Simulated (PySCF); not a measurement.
An equivalent PySCF input for Sr (strontium, neutral), [Kr] 5s2, closed-shell 1S, with the spin-free X2C one-electron Hamiltonian (Gaussian nucleus):

```python
from pyscf import gto, scf, dft, mp, cc
import basis_set_exchange as bse
mol = gto.M(atom="Sr 0 0 0", charge=0, spin=0, symmetry="D2h",
            basis=gto.basis.parse(bse.get_basis("aug-cc-pVDZ-X2C", elements=["Sr"], fmt="nwchem", header=False)),
            nucmod="G")
mf = dft.UKS(mol, xc="B88,P86").sfx2c1e()
mf.irrep_nelec = {'Ag': (7, 7), 'B1g': (1, 1), 'B2g': (1, 1), 'B3g': (1, 1), 'B1u': (3, 3), 'B2u': (3, 3), 'B3u': (3, 3)}
mf.kernel()
```

It reaches the same state as the run whose output follows, with an energy that differs only through the grid. The run itself started from symmetry-adapted Hartree-Fock orbitals and held the occupation by maximum overlap, on a logarithmic radial grid, so the iterations belong to that start.

```
SCF conv_tol = 1e-09
number electrons alpha = 19  beta = 19
XC functionals = B88,P86
    A. D. Becke.,  Phys. Rev. A 38, 3098 (1988)
    J. P. Perdew.,  Phys. Rev. B 33, 8822 (1986)
cycle= 1 E= -3179.64636682982  delta_E= -0.00321  |g|= 0.00599  |ddm|= 1.32
cycle= 2 E= -3179.6463949071  delta_E= -2.81e-05  |g|= 0.00138  |ddm|= 0.14
cycle= 3 E= -3179.64639683997  delta_E= -1.93e-06  |g|= 0.000205  |ddm|= 0.0278
cycle= 4 E= -3179.64639686928  delta_E= -2.93e-08  |g|= 1.17e-06  |ddm|= 0.00283
cycle= 5 E= -3179.64639686928  delta_E= 9.09e-13  |g|= 1.18e-08  |ddm|= 1.54e-05
converged SCF energy = -3179.64639686928  <S^2> = 2.1316282e-14  2S+1 = 1
```
